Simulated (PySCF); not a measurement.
A geometry optimisation, step by step.

C3H3I.
SMILES with atom numbers: `[CH2:1]=[C:2]=[CH:3][I:4]` (hydrogens: H5, H6 on C1; H7 on C3)

Computed by this run: PBE0-D3(BJ)/def2-SVP geometry optimisation, gas phase, def2 core potentials past Kr in PySCF 2.14.0; density fitting, grid level 1; the optimiser is geomeTRIC in internal coordinates, started from a GFN2-xTB structure with every atom displaced at random (about 0.01 Å). The frame can shift and turn from step to step; on so coarse a grid that alone can change the energy by a few meV, and forces under 0.02 eV/Å are noise.

Step 0: E = -11252.8669 eV, largest atomic force 3.612 eV/Å
```
atom  x, y, z in Å  |  force x, y, z in eV/Å
C1     -1.356    0.109    0.039   -3.513   0.736  -0.403
C2     -0.116   -0.135    0.004    1.433  -0.217  -0.008
C3      1.138   -0.362   -0.034    2.416   0.204  -0.053
I4      2.617    1.218   -0.142   -0.531  -0.460   0.017
H5     -1.964    0.192   -0.879    0.221  -0.075   0.142
H6     -1.907    0.283    0.962   -0.007  -0.026   0.313
H7      1.623   -1.335    0.000   -0.019  -0.162  -0.007
```

Step 1: E = -11252.9275 eV, largest atomic force 0.666 eV/Å
```
atom  x, y, z in Å  |  force x, y, z in eV/Å
C1     -1.350    0.150    0.248    0.455  -0.138   0.452
C2     -0.064   -0.088    0.138   -0.230   0.115   0.169
C3      1.217   -0.284   -0.013   -0.290  -0.210  -0.561
I4      2.299    0.973   -1.316    0.186   0.091   0.154
H5     -2.037   -0.203   -0.518   -0.221  -0.104  -0.158
H6     -1.769    0.629    1.144    0.060   0.105  -0.209
H7      1.737   -1.206    0.264    0.040   0.142   0.153
```

Step 2: E = -11252.9547 eV, largest atomic force 0.527 eV/Å
```
atom  x, y, z in Å  |  force x, y, z in eV/Å
C1     -1.362    0.136    0.258    0.159  -0.137   0.275
C2     -0.076   -0.075    0.126    0.009   0.247  -0.077
C3      1.203   -0.257   -0.048   -0.112  -0.339  -0.388
I4      2.389    0.954   -1.305   -0.041   0.082   0.183
H5     -2.067   -0.234   -0.492   -0.070  -0.047  -0.034
H6     -1.769    0.622    1.153    0.003   0.114  -0.109
H7      1.715   -1.174    0.255    0.051   0.080   0.150
```

Step 3: E = -11252.9915 eV, largest atomic force 0.151 eV/Å
```
atom  x, y, z in Å  |  force x, y, z in eV/Å
C1     -1.359    0.128    0.259    0.014  -0.066   0.060
C2     -0.078   -0.089    0.097   -0.029  -0.002  -0.007
C3      1.193   -0.299   -0.092   -0.059  -0.103  -0.092
I4      2.374    0.990   -1.255    0.086   0.087  -0.006
H5     -2.090   -0.258   -0.460    0.006   0.004   0.015
H6     -1.737    0.677    1.128   -0.002   0.042  -0.021
H7      1.730   -1.180    0.270   -0.017   0.038   0.051
```

Step 4: E = -11252.9958 eV, largest atomic force 0.068 eV/Å
```
atom  x, y, z in Å  |  force x, y, z in eV/Å
C1     -1.360    0.122    0.262    0.003   0.005   0.016
C2     -0.082   -0.094    0.081    0.007  -0.029  -0.005
C3      1.187   -0.311   -0.113    0.000   0.059  -0.033
I4      2.391    1.005   -1.239   -0.011  -0.034   0.033
H5     -2.101   -0.271   -0.442   -0.018  -0.003  -0.009
H6     -1.726    0.696    1.120    0.011  -0.007  -0.004
H7      1.725   -1.177    0.279    0.009   0.010   0.002
```

Step 5: E = -11252.9961 eV, largest atomic force 0.030 eV/Å
```
atom  x, y, z in Å  |  force x, y, z in eV/Å
C1     -1.362    0.119    0.261   -0.009   0.010   0.006
C2     -0.084   -0.092    0.075   -0.015  -0.017  -0.020
C3      1.186   -0.305   -0.118    0.005  -0.003   0.013
I4      2.402    0.999   -1.234    0.009   0.020  -0.009
H5     -2.109   -0.273   -0.437    0.008  -0.004  -0.004
H6     -1.722    0.694    1.121    0.003  -0.002   0.007
H7      1.722   -1.171    0.279    0.000  -0.005   0.006
```

Question: Summarise the path.

Answer: The energy falls by 0.1292 eV from step 0 to step 5; nine tenths of that is first reached at step 3. It falls at every step. The largest force goes from 3.612 to 0.030 eV/Å. Among the bonds C3–I4 changes most, from 2.167 to 2.104 Å; the atoms move by 0.029 Å rms after alignment.

What follows is the cost of the whole optimisation. On an Intel Xeon Gold 6455B with one thread, shared host, this took 15 s wall and 0.36 GiB of memory at its peak.
